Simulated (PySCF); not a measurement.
C8H5N5, SMILES C1=CC2=NC=NC3=NC=CC(=N1)N23.

Geometry: B3LYP-D3(BJ)/def2-SVP.

Two levels are set side by side: PBE/def2-SVP (PySCF) and HF/def2-SVP (PySCF). Same geometry, gas phase. Differences are taken from unrounded values.

| quantity | HF | PBE | PBE minus HF |
|---|---|---|---|
| orbital gap (eV) | 9.02 | 2.04 | -6.98 |
| highest occupied level (eV) | -8.05 | -5.42 | 2.63 |
| lowest empty level (eV) | 0.97 | -3.38 | -4.35 |
| dipole moment (D) | 2.69 | 2.43 | -0.26 |
| mean polarisability (bohr³) | 109.3 | 117.7 | 8.4 |

PBE's occupied levels lie high since its potential decays too fast outside the molecule; exact exchange lowers them and widens the gap. PBE's more diffuse valence density responds more strongly to a field. Differences between two approximate levels are no errors against the true value.

Rough cost on one machine, each run with all the roots and properties that it gave: HF against PBE about 1/3.
